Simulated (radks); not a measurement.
The numbers below are computed, except where a source is named.
Trend from Mg4+ to Ar4+: ionisation energy by Delta-SCF between NIST ground configurations, and size. Level of theory: Dirac Kohn-Sham, LDA (Slater exchange, Perdew-Wang correlation), spin-unpolarised, spherical densities, point nucleus; open shells are shared between the two j in proportion to 2j + 1 (a radial shooting solver on a logarithmic mesh with Libxc functionals).

species	configuration	configuration of the ion	IE (eV)	NIST (eV)	kind	-e(HOMO) (eV)	outermost	<r> outermost (bohr)	r at 0.001 e/bohr^3 (bohr)
Mg4+	[He] 2s2 2p4	[He] 2s2 2p3	146.38	141.33	semi-emp.	128.75 (2p3/2)	2s1/2	0.651	1.89
Al4+	[He] 2s2 2p5	[He] 2s2 2p4	157.20	153.83	semi-emp.	138.53 (2p3/2)	2s1/2	0.606	1.84
Si4+	[Ne]	[He] 2s2 2p5	168.04	166.77	exp.	148.35 (2p3/2)	2s1/2	0.566	1.79
P4+	[Ne] 3s1	[Ne]	64.945	65.025	exp.	58.672 (3s1/2)	3s1/2	1.59	2.75
S4+	[Ne] 3s2	[Ne] 3s1	73.426	72.595	exp.	66.055 (3s1/2)	3s1/2	1.46	2.80
Cl4+	[Ne] 3s2 3p1	[Ne] 3s2	67.284	67.7	semi-emp.	59.616 (3p3/2)	3p3/2	1.44	2.82
Ar4+	[Ne] 3s2 3p2	[Ne] 3s2 3p1	73.803	74.8	semi-emp.	65.513 (3p3/2)	3p3/2	1.34	2.78

Reference values: NIST Atomic Spectra Database (exp. = measured, semi-emp. = semi-empirical, theory = theoretical value adopted there). Spin polarisation and multiplet splitting are left out, so open shells lie too high by an amount that depends on their filling.

Beside tabulated values, note that spin-unpolarised runs miss the spin-polarisation part of the exchange energy of open shells.
